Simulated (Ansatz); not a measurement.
Total energies of F₂H₃NSeSn, SMILES `[NH2][Sn]([F])([F])[SeH]`.

```xyz
8

N     0.718    1.056   -1.155
Sn    0.127   -0.285    0.194
F     0.035    0.379    1.987
F     1.583   -1.510    0.289
Se   -2.058   -1.365   -0.279
H     1.702    1.281   -1.068
H     0.184    1.915   -1.138
H    -2.291   -1.470    1.169
```

The species carries charge 0 and has multiplicity 1. Correlated methods include outer-core shells of Se, Sn, which these sets cover unevenly. Scalar relativity is left out up to krypton. Sn takes the def2 core potential. The structure was optimised at the PBE0-D4/def2-TZVP level. It is one conformer, not always the lowest. Basis def2-TZVPP, Ansatz.

RPA on PBE orbitals: Hartree–Fock energy of these orbitals -2868.41056 Eh, correlation -1.93466 Eh (frozen core).

```
functional  energy without D4 (Eh)  D4 term (kJ/mol)
    r2SCAN             -2872.28880              -4.5
    B97M-V             -2871.80949                 –
```

(1) Give the same for LDA (SPW92), PBE, revPBE, BLYP, PBE0, B3LYP, r2SCANh, r2SCAN0, HSE06 (plane-wave form), BHLYP, CAM-B3LYP, LC-ωPBE, ωB97X-V, ωB97M-V, B2PLYP, PBE-QIDH. (An estimate is asked.)

B3LYP takes the VWN-RPA correlation (the form of Gaussian; ORCA's B3LYP/G). HSE06 is the plane-wave form, built on full-range PBE exchange. The double hybrids freeze the cores in their second-order part.

Results:

(1) Computed: 
```json
{"functional": "LDA (SPW92)", "energy without D4 (Eh)": "-2866.84506", "D4 term (kJ/mol)": "–"}
{"functional": "PBE", "energy without D4 (Eh)": "-2871.71060", "D4 term (kJ/mol)": "-19.2"}
{"functional": "revPBE", "energy without D4 (Eh)": "-2872.08610", "D4 term (kJ/mol)": "-46.9"}
{"functional": "BLYP", "energy without D4 (Eh)": "-2872.27923", "D4 term (kJ/mol)": "-40.4"}
{"functional": "PBE0", "energy without D4 (Eh)": "-2871.79379", "D4 term (kJ/mol)": "-16.5"}
{"functional": "B3LYP", "energy without D4 (Eh)": "-2872.43498", "D4 term (kJ/mol)": "-31.3"}
{"functional": "r2SCANh", "energy without D4 (Eh)": "-2872.25781", "D4 term (kJ/mol)": "-4.9"}
{"functional": "r2SCAN0", "energy without D4 (Eh)": "-2872.21339", "D4 term (kJ/mol)": "-5.5"}
{"functional": "HSE06 (plane-wave form)", "energy without D4 (Eh)": "-2871.78454", "D4 term (kJ/mol)": "-15.7"}
{"functional": "BHLYP", "energy without D4 (Eh)": "-2872.13464", "D4 term (kJ/mol)": "-28.3"}
{"functional": "CAM-B3LYP", "energy without D4 (Eh)": "-2872.36765", "D4 term (kJ/mol)": "-17.3"}
{"functional": "LC-ωPBE", "energy without D4 (Eh)": "-2871.89459", "D4 term (kJ/mol)": "–"}
{"functional": "ωB97X-V", "energy without D4 (Eh)": "-2872.00295", "D4 term (kJ/mol)": "–"}
{"functional": "ωB97M-V", "energy without D4 (Eh)": "-2872.07602", "D4 term (kJ/mol)": "–"}
{"functional": "B2PLYP", "energy without D4 (Eh)": "-2871.59468", "D4 term (kJ/mol)": "–"}
{"functional": "PBE-QIDH", "energy without D4 (Eh)": "-2871.25256", "D4 term (kJ/mol)": "–"}
```

LC-ωPBE has ω = 0.4 bohr⁻¹.
